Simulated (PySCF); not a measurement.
## C₆ coefficients of unlike pairs at PBE0

Calculated with PySCF 2.14 from the dipole response of each species, C₆(A,B) = (3/π) ∫ α_A(iu) α_B(iu) du, in atomic units, from isotropic polarisabilities. For ions this is the dispersion term alone; charge-induced terms of lower order in 1/R come first.

```tsv
species	configuration	basis	relativity	α (bohr³)	C₆ (like pair)
Sb	[Kr] 4d10 5s2 5p3 (4S)	aug-cc-pVDZ-PP with ECP28MDF (5s4p3d)	core potential	44.56	477.7
Au²⁺	[Xe] 4f14 5d9 (2D)	def2-QZVPPD with the def2 core potential (60 electrons) (7s5p4d4f2g)	core potential	8.513	55.64
Si	[Ne] 3s2 3p2 (3P)	x2c-QZVPPall with one added diffuse shell each of s, p, d, f type (10s7p5d3f1g)	spin-free X2C	39.80	325.6
N	[He] 2s2 2p3 (4S)	aug-cc-pVTZ-DK (5s4p3d2f)	spin-free X2C	7.601	25.82
```

Q: Estimate C₆ for Au²⁺ with Sb.

A: The integral gives 139.1. The combination rule 2 C_A C_B / (C_A α_B/α_A + C_B α_A/α_B) gives 139.0 and the geometric mean 163.0.

No spin-orbit coupling is included.

The other pairs:

```
    pair     C₆
 N, Au²⁺  36.60
   N, Si  85.51
Si, Au²⁺  110.9
   N, Sb  105.9
  Si, Sb  393.2
```
